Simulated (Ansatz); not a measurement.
`C[CH](C)[InH][CH](C)C` and `C[CH](C)[In]([CH](C)C)[CH](C)C` differ in one atom or group.

Ansatz, PBE0-D4/def2-TZVP geometries, multiplicity 1. Each molecule was computed in one conformer, which needn't be the lowest.

Elements past krypton have def2 core potentials.

```csv
property,`C[CH](C)[InH][CH](C)C`
HOMO energy (PBE/def2-TZVPP) / eV,-5.18
HOMO–LUMO gap (PBE/def2-TZVPP) / eV,3.13
HOMO energy (ωB97M-V/def2-TZVPP) / eV,-8.35
HOMO–LUMO gap (PBE0/def2-TZVPP) / eV,4.92
HOMO energy (B3LYP/def2-TZVPP) / eV,-6.06
size of the dipole moment (B3LYP/def2-TZVPP) / D,0.84
```

**Question.** What does the change do to each property? (Estimate.)

**Answer.** Computed: 
| property | `C[CH](C)[In]([CH](C)C)[CH](C)C` | shift |
| --- | --- | --- |
| HOMO energy (PBE/def2-TZVPP) / eV | -4.98 | 0.20 |
| HOMO–LUMO gap (PBE/def2-TZVPP) / eV | 3.25 | 0.12 |
| HOMO energy (ωB97M-V/def2-TZVPP) / eV | -8.17 | 0.18 |
| HOMO–LUMO gap (PBE0/def2-TZVPP) / eV | 5.05 | 0.13 |
| HOMO energy (B3LYP/def2-TZVPP) / eV | -5.86 | 0.20 |
| size of the dipole moment (B3LYP/def2-TZVPP) / D | 0.34 | -0.50 |

With PBE0 the HOMO rises by 0.20 eV and the LUMO rises by 0.32 eV, so the gap widens by about 0.12 eV. PBE moves the HOMO by 0.20 eV and ωB97M-V by 0.18 eV. Dipoles are sizes alone; their direction can turn.

B3LYP here is the variant with VWN-RPA as its local correlation; programs differ in this.
